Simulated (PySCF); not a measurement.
C₆ coefficients of unlike pairs at UHF

Calculated with PySCF 2.14 from the dipole response of each species, C₆(A,B) = (3/π) ∫ α_A(iu) α_B(iu) du, in atomic units, from isotropic polarisabilities. For ions this is the dispersion term alone; charge-induced terms of lower order in 1/R come first.

```tsv
species	configuration	basis	relativity	α (bohr³)	C₆ (like pair)
I³⁺	[Kr] 4d10 5s2 5p2 (3P)	def2-TZVPPD with the def2 core potential (28 electrons) (7s6p4d2f)	core potential	10.58	59.85
Ba²⁺	[Xe] (1S)	aug-cc-pwCVTZ-X2C (11s10p8d4f)	spin-free X2C	10.55	76.49
Ar²⁺	[Ne] 3s2 3p4 (3P)	dyall-acv3z (19s12p6d4f)	spin-free X2C	4.779	16.74
Be	[He] 2s2 (1S)	aug-cc-pCVDZ (5s4p2d)	none	44.97	279.9
```

Question: Estimate C₆ for Ba²⁺ with I³⁺.

Answer: The integral gives 67.33. The combination rule 2 C_A C_B / (C_A α_B/α_A + C_B α_A/α_B) gives 67.13 and the geometric mean 67.66.

No spin-orbit coupling is included.

The other pairs:

```csv
pair,C₆
"Ar²⁺, I³⁺",31.39
"Ar²⁺, Ba²⁺",35.76
"Be, Ba²⁺",109.6
"Be, I³⁺",103.9
"Be, Ar²⁺",50.27
```
